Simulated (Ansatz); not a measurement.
Reaction (ligand exchange at a B–C bond): `BCC(Cl)Br` + `C[NH][GeH3]` → `B[N](C)[GeH3]` + `CC(Cl)Br`

Program: Ansatz. Geometries: PBE0-D4/def2-TZVP. ΔE: electronic, gas phase. CBS: MP2 limit from def2 TZ/QZ plus the TZ coupled-cluster correction, frozen cores. Functionals use def2-TZVPP. For Br, Ge outer-core shells are correlated without core-valence functions, which leaves a few kJ/mol of doubt a bond. Scalar relativity is left out up to krypton. One conformer a species, not always the lowest.

```csv
level,ΔE (kJ/mol)
PBE0-D4,-154.6
ωB97M-V,-155.4
r2SCAN,-156.5
HF/def2-TZVPP,-146.8
MP2/def2-TZVPP,-161.3
CCSD(T)/def2-TZVPP,-159.8
MP2/def2-QZVPP,-159.7
MP2/CBS(def2),-158.6
```

(1) What does CCSD(T)/CBS give? (Best estimate.)

Largest T1 diagnostic among the species: 0.013.

Results:

(1) The calculation gave: -157.1 kJ/mol. The listed levels differ from it by 2.5, 1.7, 0.6, 10.3, -4.2, -2.7, -2.6, -1.5 kJ/mol.

In def2-TZVPP, CCSD(T) changes the Hartree–Fock value by −13.0 kJ/mol (the triples alone add −2.7 kJ/mol) and MP2 by −14.5 kJ/mol.
